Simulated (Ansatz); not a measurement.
Total energies of CH$_{4}$BGaO$_{2}$, SMILES `[OH][Ga]1[BH]O[CH2]1`.

Z-matrix (Å, degrees):
```
C
O 1 1.464
Ga 1 2.048 2 88.1
H 1 1.092 2 108.2 3 -121.2
H 1 1.092 2 108.2 3 121.2
B 2 1.344 1 114.1 3 -0.0
O 3 1.783 1 135.3 2 -179.9
H 6 1.194 2 121.5 1 -180.0
H 7 0.960 3 114.5 1 -0.0
```

The species carries charge 0 and has multiplicity 1. Correlated methods include outer-core shells of Ga, which these sets cover unevenly. Scalar relativity is left out up to krypton. All single points use the PBE0-D4/def2-TZVP geometry. It is one conformer, not always the lowest. Basis def2-TZVPP, the Gaussian-basis code of Ansatz.

RPA on PBE orbitals: Hartree–Fock energy of these orbitals -2137.87518 Eh, correlation -1.50998 Eh (frozen core).

```csv
functional,energy without D4 (Eh),D4 term (kJ/mol)
BLYP,-2140.78941,-37.5
B97M-V,-2140.36308,–
PBE0,-2140.27108,-14.4
B3LYP,-2140.82652,-27.8
CAM-B3LYP,-2140.80159,-14.7
LC-ωPBE,-2140.37890,–
ωB97X-V,-2140.52340,–
ωB97M-V,-2140.59250,–
B2PLYP,-2140.24944,–
PBE-QIDH,-2139.90225,–
```

Q: Give the same for LDA (SPW92), PBE, revPBE, r2SCAN, r2SCANh, r2SCAN0, HSE06 (plane-wave form), BHLYP. (Estimate.)

A: Ansatz gave: 
```json
{"functional": "LDA (SPW92)", "energy without D4 (Eh)": "-2136.02312", "D4 term (kJ/mol)": "–"}
{"functional": "PBE", "energy without D4 (Eh)": "-2140.22796", "D4 term (kJ/mol)": "-17.1"}
{"functional": "revPBE", "energy without D4 (Eh)": "-2140.56240", "D4 term (kJ/mol)": "-50.0"}
{"functional": "r2SCAN", "energy without D4 (Eh)": "-2140.64459", "D4 term (kJ/mol)": "-4.0"}
{"functional": "r2SCANh", "energy without D4 (Eh)": "-2140.62039", "D4 term (kJ/mol)": "-4.3"}
{"functional": "r2SCAN0", "energy without D4 (Eh)": "-2140.58602", "D4 term (kJ/mol)": "-4.8"}
{"functional": "HSE06 (plane-wave form)", "energy without D4 (Eh)": "-2140.25998", "D4 term (kJ/mol)": "-13.5"}
{"functional": "BHLYP", "energy without D4 (Eh)": "-2140.62849", "D4 term (kJ/mol)": "-22.7"}
```

B3LYP takes the VWN-RPA correlation (the form of Gaussian; ORCA's B3LYP/G). HSE06 is the plane-wave form, built on full-range PBE exchange. The double hybrids freeze the cores in their second-order part.

LC-ωPBE has ω = 0.4 bohr⁻¹.
